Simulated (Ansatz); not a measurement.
`FC(F)[O][ZnH]` + `[SH][GaH2]` → `[ZnH][S][GaH2]` + `OC(F)F` at 400 K and 1 bar (ligand exchange at a Zn–O bond).

Computed with Ansatz on PBE0-D4/def2-TZVP structures; ΔE is electronic, products minus reactants. CBS: MP2 limit from def2 TZ/QZ plus the TZ coupled-cluster correction, frozen cores. For Ga, Zn outer-core shells are correlated without core-valence functions, which leaves a few kJ/mol of doubt a bond. Scalar relativity is left out up to krypton. One conformer a species, not always the lowest.

```tsv
species	CCSD(T)/CBS energy (Eh)	H − E (kJ/mol)	S (J/(mol·K))
`FC(F)[O][ZnH]`	-2092.41029	114.2	369.3
`[SH][GaH2]`	-2323.53734	79.9	297.4
`[ZnH][S][GaH2]`	-4101.94463	84.9	363.7
`OC(F)F`	-314.01610	117.8	293.0
```

H − E and S are ideal-gas, rigid-rotor, harmonic terms from PBE0-D4/def2-TZVP, for one conformer and one mirror image of each species. 1 Eh = 2625.50 kJ/mol, R = 8.31446 J/(mol·K).

By hand: ΔE, ΔH, ΔS and ΔG.

ΔE = (-4101.94463) + (-314.01610) − (-2092.41029) − (-2323.53734) = -0.01310 Eh = -34.4 kJ/mol. Δ(H − E) = 84.9 + 117.8 − 114.2 − 79.9 = 8.6, so ΔH = -25.8 kJ/mol. ΔS = 363.7 + 293.0 − 369.3 − 297.4 = -10.0 J/(mol·K). ΔG = -25.8 − 400 × (-10.0)/1000 = -21.8 kJ/mol.

By hand: the equilibrium constant, and the temperature at which ΔG would vanish if ΔH and ΔS stayed fixed.

log₁₀ K = −ΔG/(RT ln 10) = 2.8. ΔG = 0 at ΔH/ΔS = 2580 K, far beyond where these terms or the molecules hold.

The number of gas molecules stays the same, so ΔS is small and ΔH decides. A doubt of 5 kJ/mol in ΔE shifts log₁₀ K by 0.7 here. Other conformers and mirror images would add mixing entropy, several J/(mol·K) or more a flexible species. Modes under 60 cm⁻¹, often nearly free rotors, make the harmonic entropy too high. These are equilibria of isolated gas molecules and say nothing of rates. Largest T1 diagnostic: 0.015 (customary marks: 0.02 for closed shells, 0.045 for open ones).
